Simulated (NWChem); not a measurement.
CH₅AlO₃; SMILES C[O][Al]([OH])[OH]

```xyz
10

Al     0.0687     0.4956     0.0000
O      1.2029     1.7789     0.0000
H      2.1546     1.5922     0.0000
O     -1.6112     0.8256     0.0000
H     -1.9364     1.7390     0.0000
O      0.6122    -1.1209     0.0000
C     -0.0276    -2.3694     0.0000
H      0.2679    -2.9625    -0.8959
H      0.2679    -2.9625     0.8959
H     -1.1400    -2.2963     0.0000
```
Atoms are numbered in this order, from 1.

Structure relaxed at the PBE-D3(BJ)/def2-SVP level.

**Question.** Give the principal values of the shielding tensors (ppm) of Al1, O2, O4, O6, C7 from B3LYP/def2-TZVP, GIAO (NWChem), with their diamagnetic and paramagnetic parts as GIAO splits them.

**Answer.** 
| atom | σ11 | σ22 | σ33 | isotropic | diamagnetic | paramagnetic |
|---|---|---|---|---|---|---|
| Al1 | 401.3 | 498.1 | 506.5 | 468.6 | 799.7 | -331.1 |
| O2 | 295.1 | 295.8 | 357.7 | 316.2 | 381.5 | -65.3 |
| O4 | 297.0 | 307.7 | 354.9 | 319.9 | 381.3 | -61.5 |
| O6 | 277.5 | 326.5 | 355.0 | 319.7 | 381.3 | -61.6 |
| C7 | 95.8 | 100.3 | 180.2 | 125.4 | 245.5 | -120.1 |
